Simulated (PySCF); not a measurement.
# Telling isomers of C₄H₁₁NO₃Si₂ apart by NMR

- coordinates at the GFN2-xTB level
- PBE0/pcSseg-1 with gauge-including orbitals
- run in PySCF 2.14.0 with density-fitted response routines
- fast rotation and ring inversion assumed for equivalent nuclei, no relativistic terms, gas phase, one computed conformer

δ = σ(ref) − σ, references computed at the same level: TMS for 1H, 13C. Where no couplings were computed, multiplicities follow the n + 1 count of equivalent neighbours, and m marks all less simple cases (inequivalent or close neighbours, rings, F or P nearby). Shifts are as computed. Against solution values, carbons near 30 ppm lie about +3 ppm off and those near 130 ppm about +5 ppm. Of 1309 compounds with measured shifts, 239 miss one by over three times the rms of a fit or turn the order of signals round; such compounds aren't used in these exercises.

(1) Tabulate the signals of `C=N[SiH2][Si@H](OC)C(=O)OC`, `C=C(OC(=O)OC)N([SiH3])[SiH3]`, `CO[SiH2][Si](C#N)(OC)OC`, `O=CN1CCCO[Si@@H]1O[SiH3]` and their relative energies.

(2) What is the quickest way to tell C=C(OC(=O)OC)N([SiH3])[SiH3] from O=CN1CCCO[Si@@H]1O[SiH3]?

(3) What is the quickest way to tell C=N[SiH2][Si@H](OC)C(=O)OC from CO[SiH2][Si](C#N)(OC)OC?

(4) What is the quickest way to tell CO[SiH2][Si](C#N)(OC)OC from O=CN1CCCO[Si@@H]1O[SiH3]?

## Answers

(1) 
```json
{"SMILES": "C=N[SiH2][Si@H](OC)C(=O)OC", "carbon types": "1×C 1×CH2 2×CH3", "δC": "192.4, 173.5, 54.7, 51.4", "δH": "8.70 (m, 1H), 8.54 (m, 1H), 5.40 (m, 1H), 5.40 (m, 1H), 5.25 (m, 1H), 3.97 (s, 3H), 3.93 (s, 3H)", "E rel. (kcal/mol)": "88.9"}
{"SMILES": "C=C(OC(=O)OC)N([SiH3])[SiH3]", "carbon types": "2×C 1×CH2 1×CH3", "δC": "161.1, 160.9, 81.1, 56.8", "δH": "4.66 (s, 6H), 4.16 (m, 1H), 4.07 (m, 1H), 4.00 (s, 3H)", "E rel. (kcal/mol)": "86.8"}
{"SMILES": "CO[SiH2][Si](C#N)(OC)OC", "carbon types": "1×C 3×CH3", "δC": "124.9, 56.4, 52.3", "δH": "5.02 (s, 2H), 3.94 (s, 6H), 3.65 (s, 3H)", "E rel. (kcal/mol)": "50.5"}
{"SMILES": "O=CN1CCCO[Si@@H]1O[SiH3]", "carbon types": "1×CH 3×CH2", "δC": "170.5, 67.5, 44.7, 34.6", "δH": "8.16 (s, 1H), 5.21 (s, 3H), 5.08 (s, 1H), 4.53 (m, 1H), 4.25 (m, 1H), 3.58 (m, 1H), 3.41 (m, 1H), 1.72 (m, 1H), 1.68 (m, 1H)", "E rel. (kcal/mol)": "0.0"}
```

Energies are electronic energies at PBE0/pcSseg-1 on these geometries, without zero-point or thermal terms, each for the one conformer computed, which needn't be the lowest.

(2) Both give the same number of carbon signals, but DEPT or the intensities differ. The first has an alkene carbon bearing oxygen (C) at 161.1 ppm, the second an amide carbonyl carbon (CH) at 170.5 ppm. In the proton spectra the most deshielded non-exchanging signals are 4.66 (s, 6H) and 8.16 (s, 1H).

(3) Count the carbon signals: 4 against 3. The first has a carbonyl carbon (C) at 192.4 ppm, the second a nitrile carbon (C) at 124.9 ppm. In the proton spectra the most deshielded non-exchanging signals are 8.70 (m, 1H) and 5.02 (s, 2H).

(4) Count the carbon signals: 3 against 4. The first has a nitrile carbon (C) at 124.9 ppm, the second an amide carbonyl carbon (CH) at 170.5 ppm. In the proton spectra the most deshielded non-exchanging signals are 5.02 (s, 2H) and 8.16 (s, 1H).
